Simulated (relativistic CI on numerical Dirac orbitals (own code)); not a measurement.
What each ingredient does to the levels of Au73+

Base calculation: Dirac-Coulomb-Breit CI, orbitals from a KLI potential per configuration, model QED (radiative potential, 1s self-energy scaled to tabulated hydrogen-like ionisation energies), unscaled Slater integrals.

Configuration list (outside the closed core 1s2): 2s2 2p2, 2s 2p3, 2p4, 2p3 3s, 2s2 2p 3s, 2p3 3p, 2p3 3d, 2s2 2p 3p, 2s2 2p 3d, 2s 2p2 3s, 2s 2p2 3p, 2s 2p2 3d, 2s2 2p 4s, 2s2 2p 4p, 2s2 2p 4d, 2s2 2p 4f. Levels of other configurations are missing.

Variants: (1) Breit term removed; (2) one mean potential for all configurations. Shifts of the energy above 2s2 2p2 3P_0, in eV, for the lowest level and the first level of each name with at least 55 % of one term (blank where a level changes its place among those of its configuration and J or its character, or is not in the variant):

| Level | Base | Δ(1) | Δ(2) |
| --- | --- | --- | --- |
| 2s2 2p2 3P_0 | 0.0 | 0.0 | 0.0 |
| 2s2 2p2 3P_1 | 1917.1 | +25.4 | +0.1 |
| 2s2 2p2 1D_2 | 1935.5 | +35.5 | +0.1 |
| 2s2 2p2 3P_2 | 3881.9 | +53.6 | +0.3 |
| 2s2 2p2 1S_0 | 3951.5 | +42.3 | +0.2 |
| 2s 2p3 3D°_3 | 4187.7 | +46.0 | +0.4 |
| 2s 2p3 3P°_0 | 4259.6 | +21.4 | +0.4 |
| 2s 2p3 1D°_2 | 4293.1 | +38.2 | +0.4 |
| 2s 2p3 3P°_1 | 4298.1 | +27.6 | +0.4 |
| 2p4 3P_2 | 4651.2 | +10.2 | +0.9 |
| 2p4 1S_0 | 4723.6 | -1.4 | +0.9 |
| 2p4 3P_1 | 6587.5 | +28.1 | +0.7 |
| 2p4 1D_2 | 6606.2 | +38.1 | +0.7 |
| 2p4 3P_0 | 8584.8 | +48.5 | +0.6 |
| 2s2 2p 3s 3P°_0 | 12157.6 | +43.2 | -0.9 |
| 2s2 2p 3s 3P°_1 | 12161.3 | +45.0 | -0.9 |
| 2s2 2p 3p 3D_1 | 12255.9 | +39.1 | -0.7 |
| 2s2 2p 3p 3P_0 | 12311.2 | +35.1 | -0.5 |
| 2s 2p2 3s 3P_0 | 12512.8 | +17.0 | -1.0 |
| 2s2 2p 3d 3F°_2 | 12917.6 | +47.2 | -1.0 |
| 2s2 2p 3s 3P°_2 | 14130.2 | +68.5 | +0.1 |
| 2s2 2p 3s 1P°_1 | 14140.3 | +67.9 | +0.2 |

At this charge energies of transitions that change n are usually good to better than 1 %, and those within a shell (Δn = 0) to a few per cent.

Ionisation energy from the two ground configurations alone: base 21469.7 eV; Breit term removed 21521.2 eV. The NIST ASD value (theoretical) is 21470 eV.

LS names give the leading component of a level, which can be under half, so a name can repeat, a term be missing and a line seem to break the LS rules.
